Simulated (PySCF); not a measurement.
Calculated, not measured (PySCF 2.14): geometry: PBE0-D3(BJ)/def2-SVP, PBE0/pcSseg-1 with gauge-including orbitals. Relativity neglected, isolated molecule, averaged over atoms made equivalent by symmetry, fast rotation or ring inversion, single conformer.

Chemical shifts δ = σref − σ; $^{1}$H (σ = 31.27 ppm), $^{13}$C (σ = 184.41 ppm) vs TMS, all at this level. Carbons bonded to boron are broad in practice. Shifts are as computed. Against solution values, carbons near 30 ppm lie about +2 ppm off and those near 130 ppm about +5 ppm. Of 1313 compounds with measured shifts, 239 miss one by over three times the rms of a fit or turn the order of signals round; such compounds aren't used in these exercises.

Question: Order these molecules by the shift of their most shielded carbon-bound hydrogen, lowest δ first.
A. FC1=CCC=C1
B. BC(C)C
C. CB(C)C
D. CC(C)(C)S(=O)(=O)c1ccccc1

Answer: B (0.32 ppm, hydrogen on an sp3 CH bonded to B), C (0.88 ppm, hydrogen on a methyl carbon bonded to B), D (1.19 ppm, hydrogen on a methyl carbon), A (3.05 ppm, hydrogen on an allylic sp3 CH2).

Question: Order these molecules by the shift of their most deshielded carbon-bound hydrogen, lowest δ first.
A. FC1=CCC=C1
B. BC(C)C
C. CC(C)(C)S(=O)(=O)c1ccccc1
D. CB(C)C

Answer: D (0.88 ppm, hydrogen on a methyl carbon bonded to B), B (1.42 ppm, hydrogen on a methyl carbon), A (6.64 ppm, hydrogen on an alkene CH), C (8.07 ppm, hydrogen on an aromatic CH).

Question: How many $^{13}$C and $^{1}$H signals does each give (equivalence by symmetry and fast rotation, but not about amide C–N or C=N bonds)? `CC(C)(C)S(=O)(=O)c1ccccc1`, `FC1=CCC=C1`, `BC(C)C`, `CB(C)C`

Answer: CC(C)(C)S(=O)(=O)c1ccccc1: 6 C, 4 H; FC1=CCC=C1: 5 C, 4 H; BC(C)C: 2 C, 3 H; CB(C)C: 1 C, 1 H.
